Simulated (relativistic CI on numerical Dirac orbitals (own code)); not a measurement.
**Hyperfine structure of Ta XLVIII, mass number 181**

Computed by Dirac-Coulomb-Breit CI, separate exchange-only KLI orbitals for each configuration, a model potential for QED, unscaled Slater integrals (own radial code, finite nucleus).

CI space (outside the closed core [Ne]): 3s2 3p6 3d8, 3s2 3p5 3d9, 3s2 3p4 3d10, 3s 3p6 3d9, 3p6 3d10, 3s 3p5 3d10, 3s2 3p6 3d7 4s, 3s2 3p6 3d7 4p, 3s2 3p4 3d9 4s, 3s2 3p6 3d7 4d, 3s2 3p4 3d9 4p, 3s2 3p5 3d8 4s, 3s2 3p6 3d7 4f, 3s2 3p4 3d9 4d, 3s 3p5 3d9 4s, 3s2 3p5 3d8 4p. Levels of other configurations are missing.

Nuclear spin I = 7/2, μ = 2.365 μN, Q = 3.17 b (tables of Stone and Pyykkö). The electronic factors are computed for point nuclear moments, without core polarisation or the Bohr-Weisskopf and QED corrections.

```csv
Level,E (eV),A (MHz),B (MHz)
3s2 3p6 3d8 3F_4,0.000,24540,-164000
3s2 3p6 3d8 3F_3,60.883,35940,-82300
3s2 3p6 3d8 3P_2,70.175,28480,56500
3s2 3p6 3d8 3P_1,75.376,-4035,-86600
3s2 3p6 3d8 1G_4,75.796,39410,-461000
3s2 3p6 3d8 3F_2,128.735,62290,17800
3s2 3p5 3d9 3F°_4,416.560,61200,-1.37e+06
3s2 3p5 3d9 1D°_2,426.051,35390,740000
```

Levels with J = 0, under 50 % of one LS term, or S terms without an open s electron are left out. Small factors come from cancelling terms and can be off by tens of per cent or more.

At this charge energies of transitions that change n are usually good to better than 1 %, and those within a shell (Δn = 0) to a few per cent.

Question: Give the hyperfine levels of 3s2 3p6 3d8 3F_4 relative to its centre of gravity.

Answer: With K = F(F + 1) − I(I + 1) − J(J + 1), E = AK/2 + B[¾K(K + 1) − I(I + 1)J(J + 1)]/[2I(2I − 1)J(2J − 1)]: F = 1/2: -510000, F = 3/2: -452500, F = 5/2: -360800, F = 7/2: -241200, F = 9/2: -102500, F = 11/2: 43980, F = 13/2: 184400, F = 15/2: 302500 MHz.

LS names give the leading component of a level, which can be under half, so a name can repeat, a term be missing and a line seem to break the LS rules.
